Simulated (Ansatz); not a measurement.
`[SiH3][SiH2][SiH3]` + `[OH][GeH]` → `[SiH3][O][GeH]` + `[SiH3][SiH3]` at 700 K and 1 bar (cleavage of the Si–Si bond).

Program: Ansatz. Geometries: PBE0-D4/def2-TZVP. ΔE: electronic, gas phase. CBS: MP2 limit from def2 TZ/QZ plus the TZ coupled-cluster correction, frozen cores. For Ge outer-core shells are correlated without core-valence functions, which leaves a few kJ/mol of doubt a bond. Scalar relativity is left out up to krypton.

```csv
species,CCSD(T)/CBS energy (Eh),H − E (kJ/mol),S (J/(mol·K))
`[SiH3][SiH2][SiH3]`,-872.02658,258.7,476.9
`[OH][GeH]`,-2152.47759,86.1,302.2
`[SiH3][O][GeH]`,-2442.79250,150.9,403.6
`[SiH3][SiH3]`,-581.74359,186.9,363.0
```

H − E and S are ideal-gas, rigid-rotor, harmonic terms from PBE0-D4/def2-TZVP. 1 Eh = 2625.50 kJ/mol, R = 8.31446 J/(mol·K).

Question: By hand: ΔE, ΔH, ΔS and ΔG.

Answer: ΔE = (-2442.79250) + (-581.74359) − (-872.02658) − (-2152.47759) = -0.03192 Eh = -83.8 kJ/mol. Δ(H − E) = 150.9 + 186.9 − 258.7 − 86.1 = -7.0, so ΔH = -90.8 kJ/mol. ΔS = 403.6 + 363.0 − 476.9 − 302.2 = -12.5 J/(mol·K). ΔG = -90.8 − 700 × (-12.5)/1000 = -82.0 kJ/mol.

Question: By hand: the equilibrium constant, and the temperature at which ΔG would vanish if ΔH and ΔS stayed fixed.

Answer: log₁₀ K = −ΔG/(RT ln 10) = 6.1. ΔG = 0 at ΔH/ΔS = 7264 K, far beyond where these terms or the molecules hold.

The number of gas molecules stays the same, so ΔS is small and ΔH decides. A doubt of 5 kJ/mol in ΔE shifts log₁₀ K by 0.4 here. These are equilibria of isolated gas molecules and say nothing of rates. Largest T1 diagnostic: 0.016 (customary marks: 0.02 for closed shells, 0.045 for open ones).
